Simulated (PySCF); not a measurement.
# Field gradients at the hydrogen positions

C7H13F5Si2.
SMILES with atom numbers: `[F:1][C:2]([F:3])([F:4])[C:5]([F:6])([F:7])[CH2:8][CH2:9][Si@@H:10]1[CH2:11][CH2:12][CH2:13][SiH2:14]1` (hydrogens: H15, H16 on C8; H17, H18 on C9; H19 on Si10; H20, H21 on C11; H22, H23 on C12; H24, H25 on C13; H26, H27 on Si14)

Cartesian coordinates in Å at the PBE0-D3(BJ)/def2-SVP level; atoms count from 1:
```
atom  x, y, z in Å
F1     3.7666    0.9372   -1.7974
C2     3.2149    0.1231   -0.9119
F3     2.2196   -0.5315   -1.5055
F4     4.1247   -0.7667   -0.5233
C5     2.7032    0.9123    0.3081
F6     3.7545    1.6317    0.7559
F7     1.7784    1.7886   -0.1522
C8     2.1504    0.0840    1.4441
C9     0.8723   -0.7031    1.1719
Si10  -0.6961    0.2729    0.7116
C11   -2.2432   -0.8213    0.9349
C12   -3.3240   -0.3711   -0.0592
C13   -2.7919   -0.3170   -1.4997
Si14  -1.1918    0.7265   -1.5320
H15    1.9920    0.8080    2.2597
H16    2.9665   -0.5806    1.7685
H17    1.0394   -1.4850    0.4144
H18    0.6132   -1.2403    2.1002
H19   -0.7762    1.4830    1.5934
H20   -1.9528   -1.8662    0.7189
H21   -2.6171   -0.8073    1.9715
H22   -3.6870    0.6320    0.2313
H23   -4.2041   -1.0347    0.0003
H24   -2.5333   -1.3360   -1.8389
H25   -3.5547    0.0619   -2.1980
H26   -1.4804    2.1706   -1.8007
H27   -0.2144    0.2409   -2.5520
```

Level: PBE0/pcSseg-1 (PySCF, non-relativistic); Q(2H) = 0.00286 b; rigid geometry, the same for H and D, with no vibrational averaging.

Task: Rank these positions by the coupling χzz of a deuteron there, largest first.
A. H17 (methylene hydrogen)
B. H21 (methylene hydrogen)
C. H22 (methylene hydrogen)
D. H26 (Si–H hydrogen)

Result: B (199 kHz), A (194 kHz), C (188 kHz), D (95 kHz).

Task: What are Vzz, η and χzz (234.96 MHz × Q × Vzz) at all hydrogens?

Result: 
| atom | bonded to | bond length (Å) | Vzz (au) | η | χzz (kHz) |
| --- | --- | --- | --- | --- | --- |
| H15 | C8 | 1.102 | 0.2799 | 0.05 | 188 |
| H16 | C8 | 1.101 | 0.2809 | 0.05 | 189 |
| H17 | C9 | 1.101 | 0.2894 | 0.06 | 194 |
| H18 | C9 | 1.103 | 0.2885 | 0.05 | 194 |
| H19 | Si10 | 1.499 | 0.1404 | 0.05 | 94 |
| H20 | C11 | 1.106 | 0.2879 | 0.03 | 193 |
| H21 | C11 | 1.102 | 0.2961 | 0.04 | 199 |
| H22 | C12 | 1.105 | 0.2804 | 0.01 | 188 |
| H23 | C12 | 1.104 | 0.2858 | 0.01 | 192 |
| H24 | C13 | 1.105 | 0.2892 | 0.03 | 194 |
| H25 | C13 | 1.101 | 0.2965 | 0.04 | 199 |
| H26 | Si14 | 1.497 | 0.1420 | 0.03 | 95 |
| H27 | Si14 | 1.494 | 0.1433 | 0.03 | 96 |

Task: Average by the element that carries the hydrogen.

Result: on C: 193 kHz over 10 positions, mean bond length 1.103 Å; on Si: 95 kHz over 3 positions, mean bond length 1.497 Å.

Task: Give the 2H NMR doublet splittings at H17 for a magnetic field along the z, y and x axes of the gradient: 3χ/2, 3χ(1 + η)/4, 3χ(1 − η)/4.

Result: With |χ| = 194.5 kHz and η = 0.060: 292, 155 and 137 kHz, to first order and without motion.

The structure is a single PBE0-D3(BJ)/def2-SVP conformer in the gas phase; no vibrational or solvent corrections. The small basis limits the accuracy of the gradients.
